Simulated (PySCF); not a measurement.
Caution: the highest occupied level lies above zero, so the state may not be bound. This triplet is an excited state, 2.15 eV above the relaxed singlet at the level B3LYP-D3(BJ)/def2-TZVPD // B3LYP-D3(BJ)/def2-SVPD (PySCF).

B3LYP has the VWN-RPA correlation part, as in Gaussian. 

**HBFO, SMILES `[B-](F)O` (excited triplet; H–O–B–F torsion 89°) (charge -1, multiplicity 3)**

These are B3LYP-D3(BJ)/def2-TZVPD // B3LYP-D3(BJ)/def2-SVPD run with PySCF values and carry that method's errors.

| Property | Value |
|---|---|
| highest occupied spin orbital | 2.43 eV |
| total energy | -200.5974 Ha |
| cost | around 30 core-seconds (rough) |

```xyz
4

O     -0.8017     0.2519     0.3408
B      0.5016     0.4861    -0.2318
F      1.5822    -0.3823     0.1140
H     -1.2820    -0.3556    -0.2230
```
Charge -1, spin multiplicity 3.
